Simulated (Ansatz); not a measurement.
Ansatz (a first-principles code) input (RI-MP2/aug-cc-pVQZ):
A basis named .json is the Basis Set Exchange file of that set.

Ansatz 0.2 input:
```yaml
crystal:
  periodic: [false, false, false]
  atoms:
    - {symbol: C, position_ang: [-2.04635261, -0.18638224, -0.14124366]}
    - {symbol: C, position_ang: [-0.57560071, -0.19322420, -0.13765363]}
    - {symbol: C, position_ang: [0.48569593, 0.46242764, 0.32437271]}
    - {symbol: F, position_ang: [0.69718914, 1.54240827, 1.07669341]}
    - {symbol: C, position_ang: [1.40487656, -0.51057577, -0.34712781]}
    - {symbol: O, position_ang: [0.17723582, -1.17844071, -0.81859252]}
    - {symbol: H, position_ang: [-2.41701465, 0.65572592, 0.44233359]}
    - {symbol: H, position_ang: [-2.42951573, -0.10350903, -1.16126844]}
    - {symbol: H, position_ang: [-2.43774476, -1.11176271, 0.28842559]}
    - {symbol: H, position_ang: [1.99418228, -0.14985129, -1.18984950]}
    - {symbol: H, position_ang: [1.98578904, -1.17822429, 0.28877263]}
basis:
  gaussian:
    orbitals: aug-cc-pVQZ
    fitting: {mean_field: def2-universal-jkfit, correlation: aug-cc-pVQZ-RIFIT.json}
magnetization: {spin_polarized: false}
correlation: {method: mp2, electrons: outside_noble_gas}
```

End of the output:

```
integrals: 1.98 GiB planned
544 factors; integrals over basis functions are off by at most 3.9e0 eV
mean field: 4.11 GiB planned
mean field evaluation 1: about -8942.0118 eV, gradient 3.8e1 eV
mean field evaluation 2: about -8944.8568 eV, gradient 1.8e1 eV
mean field evaluation 4: about -8945.5056 eV, gradient 1.6e0 eV
mean field evaluation 8: about -8945.5127 eV, gradient 1.6e-6 eV
mean field -8945.51269227 eV, -328.7415279546 hartree, gradient 1.5e-6 eV, S^2 0.000000; 0 other end points of the search recorded, 0 dependent functions left out
6 core orbitals not correlated
1408 factors; their error is unknown
reference -8945.51269227 eV, -328.7415279546 hartree; 17, 17 occupied and 687, 687 virtual orbitals, 1408 factors
second order -33.38370808 eV of doubles, -0.00000000 eV of singles
Total energy: -8978.89640035 eV, -329.9683565983 hartree
```
